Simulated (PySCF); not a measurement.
**How methods differ on the ionisation energy of Ti**

Ti [Ar] 3d2 4s2 (3F) → Ti⁺ [Ar] 3d2 4s1 (4F), as a difference of total energies. All numbers are calculated (PySCF 2.14, the spin-free X2C one-electron Hamiltonian (Gaussian nucleus), in aug-cc-pVQZ-DK (9s8p6d4f3g2h, 140 functions)). Correlated levels: valence: [Ar] frozen. The calculations carry no spin-orbit coupling.

| method | ionisation energy (eV) | error (eV) |
| --- | --- | --- |
| UHF | 5.556 | -1.272 |
| LDA | 6.924 | +0.096 |
| PBE | 6.684 | -0.144 |
| PBE0 | 6.565 | -0.263 |
| r2SCAN | 6.402 | -0.426 |
| M06-L | 6.963 | +0.135 |
| r2SCANh | 6.408 | -0.420 |
| PBEsol | 6.640 | -0.188 |
| MP2 (valence) | 6.397 | -0.431 |
| SCS-MP2 (valence) | 6.578 | -0.250 |

Reference: 6.828 eV (measured; NIST levels, between the centres of gravity of the two terms).

MP2 underrates the near-degeneracy of ns² with np² in the lower species.
